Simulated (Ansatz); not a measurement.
Steps of a relaxation of CH$_{3}$F$_{4}$NW, SMILES `C[N]=[W]([F])([F])([F])[F]` with RKS PBE-D4/def2-SVP.

```sh
$ ansatz run in.yaml --threads 4 --pin off --events-out ev --progress --plain --max-ram 11315MiB
```

```yaml
crystal:
  periodic: [false, false, false]
  atoms:
    - {symbol: C, position_ang: [0.604400, -1.846300, -0.094400]}
    - {symbol: N, position_ang: [-0.321100, -1.271800, 0.915100]}
    - {symbol: W, position_ang: [-0.361200, 0.891400, 0.212800]}
    - {symbol: F, position_ang: [-2.204600, 0.983400, -0.377100]}
    - {symbol: F, position_ang: [-0.745200, 2.938500, -0.930000]}
    - {symbol: F, position_ang: [-1.116100, 2.716200, 1.367900]}
    - {symbol: F, position_ang: [1.840500, 1.245700, -0.114500]}
    - {symbol: H, position_ang: [0.118000, -1.596900, -1.098300]}
    - {symbol: H, position_ang: [1.516000, -1.241100, 0.047300]}
    - {symbol: H, position_ang: [0.752400, -2.870300, 0.074200]}
basis:
  gaussian: {orbitals: def2-SVP}
hamiltonian: {xc: pbe, dispersion: d4}
relax: {f_tol: 0.03, max_steps: 200}
```

Positions (Å) and forces (eV/Å) along the path, 13 of 14 steps:

```xyz
10
step=1 energy=-15243.0362 eV
C     0.604   -1.846   -0.094   -1.246    3.362    0.896
N    -0.321   -1.272    0.915    0.249    5.723   -2.657
W    -0.361    0.891    0.213   -1.746    4.427    1.408
F    -2.205    0.983   -0.377    2.376   -1.382    0.660
F    -0.745    2.938   -0.930    1.596   -3.101   -0.003
F    -1.116    2.716    1.368    1.792   -4.243   -0.402
F     1.841    1.246   -0.115   -4.702   -1.302    0.636
H     0.118   -1.597   -1.098    0.548   -0.624    0.201
H     1.516   -1.241    0.047    0.831   -0.495   -0.626
H     0.752   -2.870    0.074    0.302   -2.364   -0.112
10
step=2 energy=-15246.7911 eV
C     0.596   -1.808   -0.081   -1.123    1.966    0.560
N    -0.319   -1.090    0.845    0.804    5.629   -2.350
W    -0.386    1.000    0.260   -0.887    3.043    0.987
F    -2.167    0.939   -0.367    1.169   -1.011    0.170
F    -0.689    2.843   -0.939    1.623   -3.202    0.381
F    -1.065    2.597    1.375    1.642   -3.939   -0.170
F     1.696    1.205   -0.094   -4.178   -0.854    0.575
H     0.137   -1.609   -1.101    0.526   -0.544    0.164
H     1.545   -1.253    0.023    0.621   -0.391   -0.444
H     0.736   -2.876    0.083   -0.197   -0.697    0.127
10
step=3 energy=-15249.5285 eV
C     0.580   -1.770   -0.071   -0.915    1.375    0.270
N    -0.294   -0.906    0.782    0.999    4.648   -1.735
W    -0.402    1.071    0.282   -0.252   -0.061   -0.528
F    -2.152    0.911   -0.372    0.490   -0.785   -0.157
F    -0.633    2.736   -0.922    1.490   -2.485    0.222
F    -1.016    2.476    1.380    0.755   -1.884    1.430
F     1.572    1.186   -0.078   -2.904   -0.401    0.342
H     0.149   -1.622   -1.103    0.478   -0.414    0.091
H     1.564   -1.264    0.008    0.412   -0.319   -0.364
H     0.715   -2.869    0.096   -0.551    0.325    0.429
10
step=4 energy=-15251.2110 eV
C     0.560   -1.720   -0.065   -0.407    1.010    0.199
N    -0.251   -0.725    0.724    1.004    1.146   -1.168
W    -0.416    1.062    0.262   -0.738    1.085    0.198
F    -2.150    0.874   -0.393   -0.131   -0.673   -0.448
F    -0.567    2.633   -0.916    1.066   -1.325   -0.434
F    -0.985    2.390    1.454    0.556   -1.421    1.344
F     1.474    1.174   -0.073   -1.090   -0.133   -0.058
H     0.165   -1.634   -1.110    0.317   -0.234    0.034
H     1.579   -1.275   -0.011    0.173   -0.264   -0.311
H     0.673   -2.832    0.131   -0.750    0.809    0.645
10
step=5 energy=-15252.1530 eV
C     0.559   -1.669   -0.074   -0.284    0.626    0.336
N    -0.205   -0.628    0.670    0.622   -0.631   -0.655
W    -0.457    1.098    0.262   -0.597    0.996    0.173
F    -2.174    0.825   -0.446    0.140   -0.239   -0.251
F    -0.488    2.562   -0.978    0.420   -0.478   -0.463
F    -0.951    2.282    1.613    0.364   -0.981    0.719
F     1.411    1.186   -0.092   -0.383    0.128   -0.115
H     0.188   -1.651   -1.125    0.199   -0.101   -0.019
H     1.608   -1.293   -0.043    0.078   -0.157   -0.242
H     0.592   -2.763    0.216   -0.560    0.836    0.516
10
step=6 energy=-15252.6246 eV
C     0.560   -1.631   -0.080   -0.223    0.075    0.248
N    -0.189   -0.599    0.620    0.247    0.186   -0.439
W    -0.483    1.129    0.258   -0.082    0.164    0.255
F    -2.168    0.809   -0.496   -0.070   -0.042   -0.194
F    -0.453    2.526   -1.046    0.066   -0.224   -0.240
F    -0.909    2.149    1.755    0.229   -0.671    0.267
F     1.375    1.231   -0.117   -0.083    0.135   -0.003
H     0.213   -1.674   -1.138    0.113   -0.105   -0.003
H     1.626   -1.307   -0.072    0.038   -0.106   -0.103
H     0.511   -2.683    0.318   -0.237    0.589    0.210
10
step=7 energy=-15252.8581 eV
C     0.556   -1.626   -0.077   -0.107   -0.155    0.084
N    -0.151   -0.544    0.550    0.284   -0.346   -0.324
W    -0.470    1.158    0.231   -0.404    0.594    0.215
F    -2.169    0.831   -0.508   -0.023   -0.036   -0.047
F    -0.483    2.514   -1.114    0.045   -0.058   -0.226
F    -0.878    1.973    1.846    0.157   -0.251    0.140
F     1.380    1.357   -0.123    0.049    0.079    0.093
H     0.238   -1.710   -1.141    0.077   -0.142    0.032
H     1.642   -1.374   -0.062    0.023   -0.082   -0.038
H     0.418   -2.630    0.400   -0.100    0.397    0.071
10
step=8 energy=-15253.0498 eV
C     0.572   -1.650   -0.104   -0.129   -0.250    0.059
N    -0.118   -0.500    0.386    0.222   -0.255   -0.034
W    -0.482    1.201    0.217   -0.095    0.466   -0.354
F    -2.240    0.912   -0.416    0.036    0.079    0.158
F    -0.511    2.455   -1.227    0.039   -0.233   -0.025
F    -0.836    1.883    1.913    0.125   -0.252   -0.004
F     1.377    1.532   -0.027   -0.152    0.181    0.246
H     0.325   -1.814   -1.177    0.046   -0.131    0.057
H     1.674   -1.485   -0.028   -0.088    0.021    0.009
H     0.322   -2.584    0.467   -0.003    0.375   -0.113
10
step=9 energy=-15253.2194 eV
C     0.574   -1.666   -0.124   -0.049   -0.241    0.082
N    -0.091   -0.476    0.286    0.129    0.111   -0.281
W    -0.482    1.221    0.186    0.162    0.328   -0.073
F    -2.291    0.979   -0.336    0.143    0.113    0.267
F    -0.509    2.381   -1.332    0.083   -0.392    0.031
F    -0.797    1.789    1.941    0.070   -0.189   -0.230
F     1.371    1.688    0.091   -0.472    0.088    0.259
H     0.353   -1.894   -1.192    0.010   -0.082    0.105
H     1.678   -1.530   -0.024   -0.110   -0.001    0.003
H     0.276   -2.543    0.506    0.034    0.265   -0.164
10
step=10 energy=-15253.4078 eV
C     0.577   -1.677   -0.149   -0.045   -0.179    0.140
N    -0.062   -0.450    0.189    0.079    0.278   -0.391
W    -0.478    1.240    0.169    0.333    0.259   -0.175
F    -2.333    1.048   -0.227    0.377    0.159    0.312
F    -0.484    2.258   -1.447    0.111   -0.542    0.257
F    -0.782    1.729    1.957    0.038   -0.151   -0.257
F     1.353    1.829    0.225   -0.814   -0.025    0.171
H     0.373   -1.957   -1.209   -0.010   -0.017    0.144
H     1.681   -1.565   -0.027   -0.119   -0.015   -0.008
H     0.238   -2.507    0.523    0.050    0.232   -0.192
10
step=12 energy=-15253.7111 eV
C     0.578   -1.681   -0.178    0.015    0.009   -0.020
N     0.043   -0.377   -0.002   -0.032    0.091   -0.067
W    -0.451    1.272    0.146    0.194   -0.129   -0.129
F    -2.324    1.187   -0.053   -0.081    0.029    0.022
F    -0.418    1.989   -1.606    0.013   -0.116    0.159
F    -0.750    1.525    1.992    0.012    0.004   -0.026
F     1.211    2.138    0.392   -0.078    0.084    0.038
H     0.380   -2.046   -1.210   -0.008   -0.002    0.045
H     1.680   -1.659   -0.022   -0.029   -0.037    0.003
H     0.134   -2.401    0.545   -0.006    0.067   -0.027
10
step=13 energy=-15253.7232 eV
C     0.579   -1.687   -0.185    0.010   -0.044    0.038
N     0.103   -0.360   -0.032    0.047   -0.132   -0.019
W    -0.431    1.270    0.141   -0.078    0.297    0.056
F    -2.308    1.203   -0.033   -0.030   -0.063   -0.021
F    -0.407    1.945   -1.622    0.002   -0.021    0.013
F    -0.733    1.468    1.996    0.010   -0.039   -0.029
F     1.145    2.267    0.419    0.050   -0.025   -0.012
H     0.363   -2.066   -1.207   -0.007    0.009   -0.009
H     1.678   -1.726   -0.022   -0.003   -0.001   -0.007
H     0.094   -2.366    0.549   -0.003    0.018   -0.011
10
step=14 energy=-15253.7256 eV
C     0.578   -1.684   -0.183   -0.009    0.008    0.000
N     0.120   -0.349   -0.036    0.007   -0.006    0.003
W    -0.428    1.278    0.141   -0.004    0.006   -0.005
F    -2.303    1.160   -0.041    0.004    0.002    0.004
F    -0.414    1.962   -1.618   -0.001    0.002    0.001
F    -0.733    1.465    1.995   -0.002    0.000   -0.004
F     1.156    2.267    0.417    0.000    0.002    0.002
H     0.353   -2.061   -1.205    0.007   -0.005    0.001
H     1.676   -1.739   -0.021   -0.007   -0.004   -0.002
H     0.079   -2.350    0.554    0.006   -0.003   -0.001
```

Hardware: 4 threads of an Intel Xeon Platinum 8488C on a shared host. Wall time 25 s, peak host memory 0.23 GiB.
